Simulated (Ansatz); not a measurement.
bis(4-tert-butylphenyl)iodonium cyclic bis(sulfonyl)imide, `CC(C)(C)c1ccc([I+]c2ccc(C(C)(C)C)cc2)cc1.O=S1(=O)[N-]S(=O)(=O)C(F)(F)C(F)(F)C1(F)F`. Total charge 0; singlet. Geometry PBE-D4/def2-SVP; atoms count from 1.

Cartesian coordinates in Å:
```
C -4.809 -0.892 2.897
C -3.531 -0.517 3.669
C -3.920 0.007 5.071
C -2.659 -1.786 3.802
C -2.736 0.581 2.951
C -3.231 1.236 1.806
C -2.483 2.205 1.125
C -1.223 2.518 1.636
I -0.003 3.839 0.495
C 1.100 2.595 -0.854
C 0.515 2.226 -2.069
C 1.301 1.483 -2.956
C 2.624 1.095 -2.644
C 3.460 0.308 -3.667
C 2.681 -0.927 -4.174
C 4.792 -0.180 -3.069
C 3.761 1.251 -4.857
C 3.140 1.472 -1.389
C 2.388 2.222 -0.474
C -0.679 1.919 2.777
C -1.459 0.956 3.426
H -5.517 -0.042 2.816
H -5.336 -1.708 3.430
H -4.562 -1.254 1.879
H -4.490 -0.770 5.622
H -4.554 0.914 5.003
H -3.026 0.260 5.677
H -2.328 -2.141 2.809
H -1.747 -1.609 4.405
H -3.246 -2.583 4.302
H -4.206 0.958 1.387
H -2.867 2.650 0.198
H -0.527 2.467 -2.316
H 0.848 1.179 -3.911
H 2.444 -1.621 -3.346
H 3.292 -1.470 -4.923
H 1.726 -0.651 -4.663
H 5.348 -0.765 -3.828
H 5.446 0.660 -2.759
H 4.625 -0.838 -2.193
H 4.328 2.145 -4.526
H 2.829 1.602 -5.345
H 4.366 0.722 -5.621
H 4.147 1.162 -1.084
H 2.804 2.471 0.510
H 0.340 2.137 3.123
H -1.029 0.451 4.303
O 1.870 0.168 1.647
S 0.765 -0.744 1.263
O 0.114 -1.570 2.304
N -0.208 0.093 0.255
S -1.480 -0.629 -0.463
O -2.060 0.361 -1.402
O -2.383 -1.433 0.394
C -0.599 -1.917 -1.543
F -1.515 -2.736 -2.102
F 0.056 -1.258 -2.531
C 0.421 -2.789 -0.749
F -0.265 -3.587 0.097
F 1.075 -3.580 -1.656
C 1.507 -2.022 0.067
F 2.230 -2.920 0.767
F 2.335 -1.379 -0.799
```

In the def2 sets I takes a core potential; there is no spin–orbit coupling. Single mean-field runs in def2-SVP are fitted with def2-universal-jkfit. In the singlet geometry the species has come apart into loosely held pieces.

Q: Estimate the Mulliken populations of the heavy atoms from the PBE0/def2-SVP orbitals of Ansatz.

A: 
```tsv
atom	charge (e)
C1	0.00
C2	-0.41
C3	0.02
C4	0.00
C5	0.10
C6	-0.05
C7	0.04
C8	-0.22
I9	0.61
C10	-0.23
C11	0.06
C12	-0.05
C13	0.09
C14	-0.41
C15	0.00
C16	0.01
C17	0.02
C18	-0.06
C19	0.09
C20	0.03
C21	-0.04
O48	-0.49
S49	0.85
O50	-0.44
N51	-0.57
S52	0.86
O53	-0.49
O54	-0.44
C55	0.35
F56	-0.18
F57	-0.18
C58	0.34
F59	-0.17
F60	-0.20
C61	0.35
F62	-0.18
F63	-0.18
```
Mulliken values depend strongly on the basis.

Q: And the Mayer bond orders between heavy atoms (over 0.3)?

A: C1–C2 1.07 (1.54 Å); C2–C3 1.02 (1.55 Å); C2–C4 1.03 (1.55 Å); C2–C5 0.92 (1.53 Å); C5–C6 1.42 (1.41 Å); C5–C21 1.36 (1.41 Å); C6–C7 1.40 (1.40 Å); C7–C8 1.36 (1.40 Å); C8–I9 0.97 (2.13 Å); C8–C20 1.34 (1.40 Å); I9–C10 0.96 (2.14 Å); C10–C11 1.35 (1.40 Å); C10–C19 1.37 (1.39 Å); C11–C12 1.45 (1.40 Å); C12–C13 1.36 (1.41 Å); C13–C14 0.92 (1.54 Å); C13–C18 1.43 (1.41 Å); C14–C15 1.03 (1.55 Å); C14–C16 1.07 (1.54 Å); C14–C17 1.02 (1.55 Å); C18–C19 1.40 (1.40 Å); C20–C21 1.44 (1.40 Å); O48–S49 1.62 (1.48 Å); S49–O50 1.64 (1.48 Å); S49–N51 1.09 (1.63 Å); S49–C61 0.71 (1.90 Å); N51–S52 1.09 (1.63 Å); S52–O53 1.62 (1.48 Å); S52–O54 1.62 (1.48 Å); S52–C55 0.71 (1.90 Å); C55–F56 1.09 (1.35 Å); C55–F57 1.04 (1.36 Å); C55–C58 0.85 (1.56 Å); C58–F59 1.09 (1.35 Å); C58–F60 1.04 (1.37 Å); C58–C61 0.85 (1.56 Å); C61–F62 1.09 (1.35 Å); C61–F63 1.03 (1.36 Å).
